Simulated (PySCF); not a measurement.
Species: C₅H₄FN.
Bonds: N1–C2 (triple), C2–C3, C3–C4 (triple), C4–C5, C5–C6, C6–F7. Hydrogens: H8, H9 on C5; H10, H11 on C6.

A GFN2-xTB structure was refined with PBE0-D3(BJ)/def2-SVP geometry optimisation, gas phase in PySCF. Its GFN2-xTB values:

```
 coordinate  GFN2-xTB
      N1≡C2   1.172 Å
      C2–C3   1.376 Å
      C3≡C4   1.156 Å
      C4–C5   1.474 Å
      C5–C6   1.541 Å
      C5–H8   1.076 Å
      C6–F7   1.358 Å
     C6–H10   1.081 Å
   N1–C2–C3    179.1°
   C2–C3–C4    178.6°
   C3–C4–C5    178.9°
   C4–C5–C6    110.9°
   C5–C6–F7    108.9°
C4–C5–C6–F7     -178°
```

**Question.** How do these coordinates change at the PBE0-D3(BJ)/def2-SVP level?

**Answer.** 
| coordinate | PBE0-D3(BJ)/def2-SVP (Å or °) | change |
| --- | --- | --- |
| C3≡C4 | 1.216 | +0.060 |
| C5–H8 | 1.103 | +0.027 |
| C4–C5 | 1.449 | -0.025 |
| C6–H10 | 1.103 | +0.022 |
| C5–C6 | 1.525 | -0.016 |
| N1≡C2 | 1.163 | -0.009 |
| C6–F7 | 1.365 | +0.007 |
| C2–C3 | 1.375 | -0.001 |
| C4–C5–C6 | 112.7 | +1.8 |
| C2–C3–C4 | 179.6 | +1.0 |
| N1–C2–C3 | 179.9 | +0.8 |
| C3–C4–C5 | 178.5 | -0.4 |
| C5–C6–F7 | 108.7 | -0.2 |
| C4–C5–C6–F7 | 180 | -2 |

The energy falls by 0.280 eV over 6 energy and gradient evaluations, the largest force component goes from 0.1566 to 4.5e-04 Eh/bohr, and the atoms move by 0.032 Å rms after alignment. The bond that changes most is C3≡C4 (both ends alkyne carbon), which lengthens by 0.060 Å. Bonds longer at the end by more than 0.005 Å: 5 of 10; shorter: 4. Rotational constants go from 20382, 820.1, 796.4 to 20546, 809.7, 786.8 MHz.

The run used 118 basis functions and 49 SCF cycles in all. The run took 28 s wall on one thread, Arm Neoverse V1 (aarch64), no GPU (shared host), and the process peaked at 0.47 GiB of memory.

Whether it is a minimum is left open (no frequencies). The numbers are those of one conformer.

The values belong to the conformer `[N:1]#[C:2][C:3]#[C:4][CH2:5][CH2:6][F:7]`: C4–C5–C6–F7 180°.
